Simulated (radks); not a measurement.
Pt+, configuration [Xe] 4f14 5d9.

Method: scalar-relativistic Kohn-Sham, PBE, spin-unpolarised, spherical densities, point nucleus; computed with a radial shooting solver on a logarithmic mesh with Libxc functionals.

Energy parts (hartree):
part                       energy
total                 -18413.1780
kinetic                20541.3188
electron-nucleus      -45739.7506
Hartree                 7139.2394
exchange-correlation    -353.9856

Orbitals (lengths in bohr, moments of r in powers of bohr; <r^-3> diverges for s and p1/2):
[
 {"orbital": "1s", "occ.": "2", "eigenvalue (hartree)": "-2882.893", "<r>": "0.01714", "<r^-3>": "-", "<1/r>": "94.02"},
 {"orbital": "2s", "occ.": "2", "eigenvalue (hartree)": "-506.6853", "<r>": "0.07234", "<r^-3>": "-", "<1/r>": "22.03"},
 {"orbital": "2p", "occ.": "6", "eigenvalue (hartree)": "-439.0888", "<r>": "0.06523", "<r^-3>": "24240", "<1/r>": "19.66"},
 {"orbital": "3s", "occ.": "2", "eigenvalue (hartree)": "-119.2469", "<r>": "0.1871", "<r^-3>": "-", "<1/r>": "8.165"},
 {"orbital": "3p", "occ.": "6", "eigenvalue (hartree)": "-99.56575", "<r>": "0.1882", "<r^-3>": "5518", "<1/r>": "7.465"},
 {"orbital": "3d", "occ.": "10", "eigenvalue (hartree)": "-78.24437", "<r>": "0.1704", "<r^-3>": "690.2", "<1/r>": "7.031"},
 {"orbital": "4s", "occ.": "2", "eigenvalue (hartree)": "-25.86106", "<r>": "0.4150", "<r^-3>": "-", "<1/r>": "3.493"},
 {"orbital": "4p", "occ.": "6", "eigenvalue (hartree)": "-19.40821", "<r>": "0.4419", "<r^-3>": "1318", "<1/r>": "3.157"},
 {"orbital": "4d", "occ.": "10", "eigenvalue (hartree)": "-11.57676", "<r>": "0.4682", "<r^-3>": "143.6", "<1/r>": "2.826"},
 {"orbital": "4f", "occ.": "14", "eigenvalue (hartree)": "-2.87621", "<r>": "0.5162", "<r^-3>": "27.14", "<1/r>": "2.389"},
 {"orbital": "5s", "occ.": "2", "eigenvalue (hartree)": "-4.04437", "<r>": "0.9530", "<r^-3>": "-", "<1/r>": "1.417"},
 {"orbital": "5p", "occ.": "6", "eigenvalue (hartree)": "-2.36315", "<r>": "1.105", "<r^-3>": "215.0", "<1/r>": "1.198"},
 {"orbital": "5d", "occ.": "9", "eigenvalue (hartree)": "-0.52567", "<r>": "1.646", "<r^-3>": "11.82", "<1/r>": "0.8025"}
]

The highest occupied level is 5d at -14.304 eV. For comparison, the ionisation energy in NIST's Atomic Spectra Database is 18.6 eV (measured). In exact Kohn-Sham theory the highest level is minus the ionisation energy, but local and semilocal functionals leave it too shallow, through self-interaction and a potential that decays too fast; potentials with the right tail come closer.

Beside tabulated values, note that spin-unpolarised runs miss the spin-polarisation part of the exchange energy of open shells.
